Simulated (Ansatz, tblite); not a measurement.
Spin states of Mg₄O₄ (the lowest singlet isomer of a short search), each relaxed with PBE-D4/def2-SVP in Ansatz. Electronic energies in the gas phase.

The xTB rows come from tblite. Correlated methods freeze 8 core orbitals; core or outer-core shells of Mg are correlated, in sets that lack core-valence functions. The rows differ in basis, and correlated rows in double-zeta sets carry the largest basis error. HOMO above LUMO, or a gap near zero within one spin, warns that the state may not be the lowest or that an electron is smeared out. The structure comes from a short search, and lower isomers may exist.

Singlet geometry (D4h within 0.1 Å):

Cartesian coordinates in Å:
```
Mg -1.546 0.384 1.572
Mg 1.502 1.148 1.196
Mg -1.502 -1.148 -1.196
Mg 1.546 -0.384 -1.572
O -0.035 1.224 2.211
O 2.434 0.610 -0.300
O 0.034 -1.223 -2.211
O -2.434 -0.611 0.300
```

Triplet geometry (D4h within 0.1 Å):

```tsv
atom	x (Å)	y (Å)	z (Å)
Mg1	0.276	-0.514	-2.120
Mg2	-1.037	1.849	-0.584
Mg3	1.037	-1.849	0.584
Mg4	-0.276	0.514	2.120
O5	-0.639	1.119	-2.268
O6	-1.101	1.983	1.289
O7	0.638	-1.120	2.268
O8	1.102	-1.983	-1.289
```

Quintet geometry (Ci within 0.1 Å):

```tsv
atom	x (Å)	y (Å)	z (Å)
Mg1	-0.0465	0.6054	-1.2025
Mg2	-3.0631	0.2046	-0.9443
Mg3	3.0631	-0.2051	0.9442
Mg4	0.0465	-0.6054	1.2025
O5	-1.6301	0.6850	-2.2503
O6	-1.4384	-0.0857	0.1154
O7	1.6300	-0.6842	2.2506
O8	1.4384	0.0854	-0.1155
```

⟨S²⟩: triplet 2.02 at PBE0-D4/def2-TZVP (pure 2.00), quintet 6.01 at PBE0-D4/def2-TZVP (pure 6.00).

Only these spin states were relaxed. The quintet has other bonds than the singlet, so the gap mixes isomer and spin.

Estimate which spin state lies lowest at each of these levels, and by how much: GFN1-xTB; GFN2-xTB; HF/def2-SVP; HF/def2-TZVP; PBE-D4/def2-TZVP; r2SCAN-D4/def2-TZVP; PBE0-D4/def2-TZVP; CAM-B3LYP-D4/def2-TZVP; PBE-QIDH/def2-TZVP; MP2/def2-SVP; MP2/def2-TZVP; CCSD/def2-SVP; CCSD(T)/def2-SVP.


| level | triplet − singlet (kJ/mol) | quintet − singlet (kJ/mol) | lowest of these | remarks |
| --- | --- | --- | --- | --- |
| GFN1-xTB | 250.3 | 406.5 | singlet | – |
| GFN2-xTB | 152.1 | 234.9 | singlet | – |
| HF/def2-SVP | 293.7 | 87.1 | singlet | – |
| HF/def2-TZVP | 287.9 | 116.7 | singlet | – |
| PBE-D4/def2-TZVP | 265.5 | 385.9 | singlet | gap within one spin near zero (triplet) |
| r2SCAN-D4/def2-TZVP | 303.9 | 359.4 | singlet | – |
| PBE0-D4/def2-TZVP | 345.9 | 369.6 | singlet | – |
| CAM-B3LYP-D4/def2-TZVP | 392.7 | 403.5 | singlet | – |
| PBE-QIDH/def2-TZVP | 388.0 | 409.4 | singlet | – |
| MP2/def2-SVP | 417.2 | 453.6 | singlet | – |
| MP2/def2-TZVP | 432.7 | 514.3 | singlet | – |
| CCSD/def2-SVP | 377.0 | 346.2 | singlet | – |
| CCSD(T)/def2-SVP | 373.8 | 364.4 | singlet | – |

Change of the quintet − singlet gap on mixing in exact exchange, in kJ/mol: PBE to PBE0 (25 % exact exchange) -16.3. The xTB methods have no spin-polarisation term.
